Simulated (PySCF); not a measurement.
## Ionisation energy of Re⁺ by level of theory

Re⁺ [Xe] 4f14 5d5 6s1 (7S) → Re²⁺ [Xe] 4f14 5d5 (6S), as a difference of total energies. All numbers are calculated (PySCF 2.14, scalar relativity through the core potential, in aug-cc-pwCVDZ-PP with ECP60MDF (6s6p5d3f, 70 functions)). Correlated levels: valence and next inner shell: nothing frozen outside the core potential. The calculations carry no spin-orbit coupling.

| method | ionisation energy (eV) |
| --- | --- |
| UHF | 15.738 |
| MP2 (valence and next inner shell) | 16.750 |
| SCS-MP2 (valence and next inner shell) | 16.343 |
| CCSD (valence and next inner shell) | 16.616 |
| CCSD(T) (valence and next inner shell) | 16.658 |

How much does correlation contribute at CCSD(T) (valence and next inner shell)?

16.658 − (15.738) = 0.920 eV, measured against UHF.

Errors of the correlated levels include the incompleteness of this basis.

For comparison: 16.6 ± 0.5 eV (semi-empirical (NIST evaluation); NIST Atomic Spectra Database, ionization energies).
